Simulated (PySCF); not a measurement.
# Circular dichroism: SMILES C(C(=C=CC)C)#N, C6H7N

Geometry:
| atom | x (Å) | y (Å) | z (Å) |
| --- | --- | --- | --- |
| C1 | 2.256 | -0.360 | 0.366 |
| C2 | 1.090 | -0.405 | -0.576 |
| C3 | -0.146 | -0.117 | -0.269 |
| C4 | -1.396 | 0.173 | 0.049 |
| C5 | -2.396 | -0.839 | 0.550 |
| C6 | -1.844 | 1.531 | -0.089 |
| N7 | -2.240 | 2.617 | -0.187 |
| H8 | 2.741 | -1.348 | 0.427 |
| H9 | 1.949 | -0.057 | 1.375 |
| H10 | 3.014 | 0.351 | 0.002 |
| H11 | 1.294 | -0.699 | -1.615 |
| H12 | -2.763 | -0.557 | 1.549 |
| H13 | -1.936 | -1.834 | 0.609 |
| H14 | -3.266 | -0.888 | -0.123 |

Method used: TDDFT CAM-B3LYP/def2-TZVPD circular dichroism and optical rotation, one conformer, gas phase in PySCF. Geometry: PBE0-D3(BJ)/def2-SVP.

No stereocentre is labelled: unless the shape is locked (an allene, a helicene, a hindered biaryl), the mirror image is equally populated and a measured rotation or CD is zero.

(1) Which excitations and rotatory strengths does the calculation give?

## Answers

(1) Rotatory strengths R in 10⁻⁴⁰ esu² cm², velocity form and length form (origin at the centre of mass); f in length form.
| state | E (eV) | λ (nm) | f | R (velocity) | R (length) | main |
| --- | --- | --- | --- | --- | --- | --- |
| 1 | 5.33 | 233 | 0.0003 | +0.9 | +0.9 | HOMO−1→LUMO 0.88 |
| 2 | 5.80 | 214 | 0.0003 | +2.9 | +2.8 | HOMO→LUMO+1 0.49, HOMO→LUMO+2 0.35 |
| 3 | 6.21 | 200 | 0.399 | -2.3 | -2.4 | HOMO→LUMO 0.88 |
| 4 | 6.84 | 181 | 0.001 | +6.1 | +6.2 | HOMO−2→LUMO 0.60, HOMO→LUMO+1 0.09 |
| 5 | 6.87 | 180 | 0.002 | -7.8 | -7.7 | HOMO→LUMO+2 0.36, HOMO→LUMO+1 0.29 |
| 6 | 7.12 | 174 | 0.076 | +38.2 | +38.6 | HOMO−1→LUMO+1 0.61, HOMO−1→LUMO+2 0.22 |
| 7 | 7.31 | 170 | 0.001 | +4.1 | +4.1 | HOMO→LUMO+8 0.33, HOMO→LUMO+5 0.15 |
| 8 | 7.39 | 168 | 0.632 | -41.1 | -41.8 | HOMO−1→LUMO+2 0.67, HOMO−1→LUMO+1 0.21 |
| 9 | 7.83 | 158 | 0.118 | +12.0 | +12.0 | HOMO→LUMO+3 0.22, HOMO→LUMO+4 0.20 |
| 10 | 7.96 | 156 | 0.089 | +13.7 | +13.4 | HOMO→LUMO+4 0.62, HOMO−3→LUMO 0.11 |
| 11 | 8.02 | 155 | 0.008 | -1.5 | -1.4 | HOMO−1→LUMO+4 0.61, HOMO−1→LUMO+3 0.29 |
| 12 | 8.09 | 153 | 0.007 | +17.4 | +17.7 | HOMO→LUMO+5 0.55, HOMO→LUMO+3 0.13 |

Among the states computed, the strongest CD band (largest |R|) is state 8. The largest dissymmetry factor in size, g = 4R/(D+G), with D and G the electric and magnetic dipole strengths, is +0.085 for state 2 (velocity form, f = 0.0003), among bands with |R| over 0.5. The mirror image has the same energies and oscillator strengths and all R with the opposite sign.
